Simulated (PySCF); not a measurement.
Polarisability and C₆ of Mn (manganese, neutral)

[Ar] 3d5 4s2, high-spin 6S determinant. Computed with PySCF 2.14 in x2c-QZVPPall with one added diffuse shell each of s, p, d, f, g type (12s8p6d5f3g, 128 functions), with the spin-free X2C one-electron Hamiltonian (Gaussian nucleus). Coupled (time-dependent) response in atomic units; α is the mean over directions.

| method | mean α (bohr³) | C₆ (like pair) | S(−4) |
| --- | --- | --- | --- |
| r2SCANh | 76.32 | 755.2 | 3614 |

S(−4) is the Cauchy moment in α(ω) = α(0) + S(−4) ω² + …

Reference α: 68 ± 9 bohr³ (recommended; Schwerdtfeger and Nagle, table of static dipole polarizabilities (2023 update)). Published C₆: 552.0 (Chu and Dalgarno (2004); Tang, Norbeck and Certain (1976)).

α(iu) at r2SCANh:

```json
{"u (hartree)": "0", "α(iu) (bohr³)": "76.32"}
{"u (hartree)": "0.0500", "α(iu) (bohr³)": "68.75"}
{"u (hartree)": "0.100", "α(iu) (bohr³)": "54.75"}
{"u (hartree)": "0.200", "α(iu) (bohr³)": "32.40"}
{"u (hartree)": "0.300", "α(iu) (bohr³)": "20.40"}
{"u (hartree)": "0.500", "α(iu) (bohr³)": "10.36"}
{"u (hartree)": "0.750", "α(iu) (bohr³)": "5.954"}
{"u (hartree)": "1.00", "α(iu) (bohr³)": "4.048"}
{"u (hartree)": "1.50", "α(iu) (bohr³)": "2.369"}
{"u (hartree)": "2.00", "α(iu) (bohr³)": "1.610"}
{"u (hartree)": "3.00", "α(iu) (bohr³)": "0.9086"}
{"u (hartree)": "5.00", "α(iu) (bohr³)": "0.4148"}
```

A single London oscillator, α(iu) = α/(1 + u²/ω²), gives C₆ = (3/4) ω α². Matching the computed C₆ needs ω = 4 × 755.2 / (3 × 76.32²) = 0.173 hartree.
